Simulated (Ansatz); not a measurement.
System: C₃H₂O, net charge 0, singlet state. 
Geometry from a B3LYP-D3(BJ)/def2-TZVP (Ansatz, a first-principles code) optimisation:
```xyz
6

O      1.5195    -0.1901     0.0624
C      0.3298    -0.0413     0.0135
C     -1.0024    -0.5494    -0.0487
C     -0.8370     0.7796    -0.0268
H     -1.7398    -1.3393    -0.0889
H     -1.3582     1.7270    -0.0382
```

Property: atomisation energy (electronic, to ground-state atoms); the coupled-cluster value holds the core correlation from cc-pwCVTZ, in eV. Valence correlation only, unless marked. UHF or UKS for open shells. No spin-orbit coupling. Non-relativistic. CBS marks a two-point X^-3 extrapolation of the correlation energy; Hartree-Fock from the larger set. The bracket is a focal-point correction in the basis named.

Level to compare with: RI-MP2/CBS(aug-cc-pVTZ,aug-cc-pVQZ)+[CCSD(T)-MP2]/aug-cc-pVTZ plus the core term (Ansatz), 28.54 eV. It is a level with limits of its own, and the differences hold the functionals' basis error too.

**Question.** Rank these functionals by how close they come to RI-MP2/CBS(aug-cc-pVTZ,aug-cc-pVQZ)+[CCSD(T)-MP2]/aug-cc-pVTZ, closest first: SVWN5/def2-TZVPD (Ansatz); wB97M-V/def2-TZVPD (Ansatz); HSE06/def2-TZVPD (Ansatz).

**Answer.** wB97M-V/def2-TZVPD (range-separated hybrid meta-GGA with VV10, 28.63 eV, difference 0.09), HSE06/def2-TZVPD (screened hybrid, 29.01 eV, difference 0.47), SVWN5/def2-TZVPD (LDA, 33.92 eV, difference 5.38)
